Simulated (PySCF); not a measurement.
## Dipole response of Co²⁺ (cobalt, charge +2)

[Ar] 3d7, high-spin 4F determinant. All numbers are calculated (PySCF 2.14, no relativity, point nucleus, in aug-cc-pVTZ with one added diffuse shell each of s, p, d, f, g type (9s8p6d4f3g, 118 functions)). Coupled (time-dependent) response in atomic units; α is the mean over directions.

```tsv
method	mean α (bohr³)	C₆ (like pair)	S(−4)
UHF	2.858	7.994	3.596
PBE	3.701	10.60	7.780
```

S(−4) is the Cauchy moment in α(ω) = α(0) + S(−4) ω² + …

α(iu) at UHF:

| u (hartree) | α(iu) (bohr³) |
| --- | --- |
| 0 | 2.858 |
| 0.0500 | 2.849 |
| 0.100 | 2.823 |
| 0.200 | 2.726 |
| 0.300 | 2.590 |
| 0.500 | 2.281 |
| 0.750 | 1.930 |
| 1.00 | 1.649 |
| 1.50 | 1.245 |
| 2.00 | 0.9733 |
| 3.00 | 0.6403 |
| 5.00 | 0.3352 |

A single London oscillator, α(iu) = α/(1 + u²/ω²), gives C₆ = (3/4) ω α². Matching the computed C₆ needs ω = 4 × 7.994 / (3 × 2.858²) = 1.30 hartree.

For an ion, C₆ is the dispersion term alone; charge-induced terms of lower order in 1/R come first.
